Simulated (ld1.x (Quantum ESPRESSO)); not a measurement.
# u(r) = r·R(r): atom against pseudo-atom (hydrogen)

Columns: radius, all-electron u(r) and pseudo u(r) of the 1s shell (level -6.49 eV) of hydrogen in the configuration 1s1; PBE, scalar-relativistic, PAW scheme, ld1.x (Quantum ESPRESSO) 7.5.

```csv
r (bohr),all-electron,pseudo
0.040,0.0738,0.0611
0.080,0.1417,0.1214
0.120,0.2040,0.1803
0.160,0.2611,0.2370
0.200,0.3133,0.2909
0.240,0.3610,0.3416
0.280,0.4043,0.3887
0.320,0.4436,0.4320
0.360,0.4792,0.4712
0.400,0.5113,0.5063
0.440,0.5401,0.5375
0.480,0.5658,0.5650
0.520,0.5887,0.5889
0.560,0.6090,0.6097
0.600,0.6269,0.6276
0.640,0.6424,0.6430
0.680,0.6558,0.6562
0.720,0.6673,0.6674
0.760,0.6770,0.6770
0.800,0.6849,0.6849
0.840,0.6913,0.6913
0.880,0.6963,0.6963
0.920,0.6999,0.6999
0.960,0.7022,0.7022
1.000,0.7035,0.7035
1.040,0.7036,0.7036
```

(1) How many radial nodes do the two functions have?

(2) At about which radius was the pseudo-wave matched?

(3) Is the pseudo-wave norm-conserving?

Results:

(1) The all-electron 1s function has n − l − 1 = 0; the pseudo-wave has 0.

(2) 0.80 bohr. The columns agree to 0.0005 from 0.68 bohr on; several derivatives are matched, so the curves merge somewhat inside the radius.

(3) No, it belongs to a PAW set: the norm inside the radius is not constrained, and the difference is carried by the augmentation charge.
